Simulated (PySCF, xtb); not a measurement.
C₃H₉ClOSi, SMILES OCCC[SiH2]Cl.

GFN2-xTB in xtb at its own geometry gives an orbital gap of 5.79 eV and a dipole moment of 3.18 D.

Geometry: ωB97X-D3(BJ)/def2-SVP. This is a generated structure with no PubChem entry under its InChIKey; it may be hypothetical. The values are those of a single conformer.

**Question.** What does CAM-B3LYP/def2-TZVP run with PySCF give? (Estimate from the structure and the level; the computed values follow.)

**Answer.** gap 10.77 eV (levels -9.59 and 1.17 eV), dipole 3.25 D.
